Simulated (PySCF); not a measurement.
# How methods differ on the ionisation energy of Ti⁸⁺

Ti⁸⁺ [Ne] 3s2 3p2 (3P) → Ti⁹⁺ [Ne] 3s2 3p1 (2P), as a difference of total energies. Computed with PySCF 2.14 in an uncontracted even-tempered set (18 s from 0.32 bohr⁻², ratio 2.5; 12 p from 0.42 bohr⁻², ratio 2.5; 5 d from 2.8 bohr⁻², ratio 2.7; 5 f from 4.2 bohr⁻², ratio 2.7), with no relativity, point nucleus. Correlated levels: outer shells: 1s2 frozen; virtual orbitals above 40 to 60 times the deepest correlated orbital energy dropped. The calculations carry no spin-orbit coupling.

```
                method  ionisation energy (eV)
                   UHF                  191.14
                   LDA                  192.17
                   PBE                  192.11
                  PBE0                  192.14
                r2SCAN                  192.38
                  BP86                  192.20
                  TPSS                  192.21
    MP2 (outer shells)                  191.71
SCS-MP2 (outer shells)                  191.57
```

Task: How much does correlation contribute at MP2 (outer shells)?

Result: 191.71 − (191.14) = 0.57 eV, measured against UHF.

A first-order spin-orbit estimate (lowest level to lowest level, LS coupling) adds -0.033 eV.

These non-relativistic numbers lack the scalar-relativistic shift.

For comparison: 192.1 ± 0.4 eV (semi-empirical (NIST evaluation); NIST Atomic Spectra Database, ionization energies).
